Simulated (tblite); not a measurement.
Compound: C7H8P2.
Atom-mapped SMILES: `[CH2:1]=[CH:2][c:3]1[cH:4][p:5][c:6]([CH3:7])[cH:8][p:9]1` (hydrogens: H10, H11 on C1; H12 on C2; H13 on C4; H14, H15, H16 on C7; H17 on C8)

The geometry is computed with GFN2-xTB (gas phase).

(1) What internal coordinates does the optimisation give?

Answers

(1) 
```csv
bond,length (bohr)
C1=C2,2.510
C2–C3,2.760
C3–C4,2.610
C4–P5,3.271
P5–C6,3.310
C6–C7,2.844
C6–C8,2.597
C8–P9,3.276
C3–P9,3.321
C1–H10,2.034
C1–H11,2.035
C2–H12,2.051
C4–H13,2.052
"C7–H14, C7–H15, C7–H16",2.059
C8–H17,2.056
```

Bonds in one row agree within 0.02 bohr and their mean is given. A selection of angles:
```csv
angle,degrees
C1–C2–C3,127.6
C2–C3–C4,121.6
C2–C3–P9,112.8
C4–C3–P9,125.6
C3–C4–P5,130.8
C4–P5–C6,103.5
P5–C6–C7,115.7
P5–C6–C8,126.1
C7–C6–C8,118.2
C6–C8–P9,130.6
C3–P9–C8,103.5
```

Torsions: C1–C2–C3–C4 -6° (synperiplanar). The mirror-image conformer, all signs reversed, is as good.

The 5 C–C bonds span 1.328 Å (C1=C2, drawn double) to 1.505 Å (C6–C7, drawn single), a spread of 0.177 Å. The 6-membered ring C3–C4–P5–C6–C8–P9 has internal angles of 103.5° to 130.8°; it is planar, 0.00 Å rms from its mean plane, widest ring torsion 1°. Of the pairs four or more bonds apart, H11···H13 is among the closest relative to their van der Waals radii: 2.09 Å, 87 % of the sum of Bondi's values. The 4 C–P bonds span 1.731 Å (C4–P5, aromatic) to 1.758 Å (C3–P9, aromatic), a spread of 0.027 Å.

Point group: near Cs, missed by 0.30 Å at most; the miss may be what the optimiser left on a soft mode. GFN2-xTB frequencies show an imaginary mode (26i cm⁻¹), so the point is no minimum at that level.
